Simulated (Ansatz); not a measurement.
```xyz
22

C     0.947   -1.016   -3.410
C     0.055   -0.329   -2.993
C    -1.008    0.513   -2.469
C    -0.666    1.146   -1.119
C    -0.462    0.130   -0.011
C    -0.097    0.773    1.317
C     0.043   -0.211    2.472
C     1.182   -1.204    2.303
H     1.735   -1.625   -3.786
H    -1.921   -0.086   -2.373
H    -1.229    1.296   -3.202
H    -1.475    1.833   -0.848
H     0.238    1.755   -1.231
H    -1.379   -0.461    0.112
H     0.317   -0.575   -0.317
H     0.842    1.330    1.201
H    -0.860    1.517    1.574
H     0.193    0.353    3.399
H    -0.901   -0.754    2.597
H     1.032   -1.853    1.438
H     2.136   -0.685    2.165
H     1.279   -1.846    3.181
```

Charge 0, multiplicity 1.

Problem. List the ωB97M-V/def2-TZVPP orbital energies in eV (the Gaussian-basis code of Ansatz). (Best estimate.)

Solution. Ansatz gave: Occupied: -282.02, -281.46, -281.42, -281.18, -281.16, -281.15, -281.06, -280.94, -25.76, -24.86, -23.56, -22.51, -21.03, -19.52, -18.53, -17.25, -16.16, -15.51, -15.29, -14.66, -14.32, -13.98, -13.04, -12.72, -12.39, -11.89, -11.41, -11.37, -11.17, -9.95, -9.90. Lowest empty: 2.51, 2.85, 3.21, 3.34, 3.45, 3.68, 3.73, 4.08.
